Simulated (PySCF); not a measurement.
C6H8AlNO2.
SMILES: `O=COc1ccc[n+]([AlH3-])c1`

Torsions of this conformer, `[O:1]=[CH:2][O:3][c:4]1[cH:5][cH:6][cH:7][n+:8]([AlH3-:9])[cH:10]1`: O1–C2–O3–C4 0°, C2–O3–C4–C5 -2°.

The closed-shell ground state was solved at several levels (PySCF, density fitting, gas phase, non-relativistic). One conformer (not necessarily the lowest) at the PBE0-D3(BJ)/def2-SVP geometry, without solvent, vibrations or thermal averaging.

```tsv
level	basis functions	total energy (Eh)	HOMO (eV)	LUMO (eV)	gap (eV)	dipole (D)
PBE0/pcSseg-1	217	-680.4078	-7.20	-2.35	4.85	5.93
B3LYP/def2-SVPD	274	-680.7315	-7.00	-2.55	4.45	5.73
```

**Question.** Estimate the row for HF/pcSseg-1, a basis of 217 functions; the other rows only guide the guess.

**Answer.** Total energy -677.8740 Eh, HOMO -10.22 eV, LUMO 1.31 eV, gap 11.53 eV, dipole 6.06 D.

**Question.** Over all these levels, which gives the widest orbital gap and which the narrowest?

**Answer.** HF/pcSseg-1 (Hartree–Fock, all exact exchange) has the widest, 11.53 eV, and B3LYP/def2-SVPD (global hybrid, 20 % exact exchange) the narrowest, 4.45 eV. Functional and basis both differ between the two, so the spread mixes both effects. The HOMO need not be the same orbital at Hartree–Fock and at DFT levels.

**Question.** How far do the dipole and the HOMO energy spread over the levels?

**Answer.** The dipole runs from 5.73 to 6.06 D (mean 5.91 D) and the HOMO from -10.22 to -7.00 eV.
